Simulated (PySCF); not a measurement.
Predicted microwave data (PBE0-D3(BJ)/def2-SVP geometry optimisation, gas phase in PySCF 2.14.0) for one isomer of C3H10BN:

```
Rotational constants : A = 7124, B = 3459, C = 2435 MHz
Dipole components    : |μa| = 1.29 D, |μb| = 0.64 D, |μc| = 0.00 D
Inertial defect      : -9.45 u·Å²
κ                    : -0.56
```

Problem. Which candidate fits, each taken in the one conformer that was computed?
A. `[BH2:1][NH:2][CH2:3][CH2:4][CH3:5]` with B1–N2–C3–C4 -115°, N2–C3–C4–C5 180°
B. `CNB(C)C`

Solution. B. It is CNB(C)C, an asymmetric top, point group Cs. The candidates at the same level (rigid rotor, commonest isotopes):

```csv
SMILES,A (MHz),B (MHz),C (MHz),μa (D),μb (D),μc (D),Δ (u·Å²),point group,rotor
BNCCC,17642,2154,2131,1.91,0.86,0.92,-26.10,C1,near-prolate asymmetric top
CNB(C)C,7124,3459,2435,1.29,0.64,0.00,-9.45,Cs,asymmetric top
```

`BNCCC` has A 148 % too high. In the right answer the mirror of this Cs structure is the ab plane, so μc vanishes by symmetry. No structure here is proved a minimum.
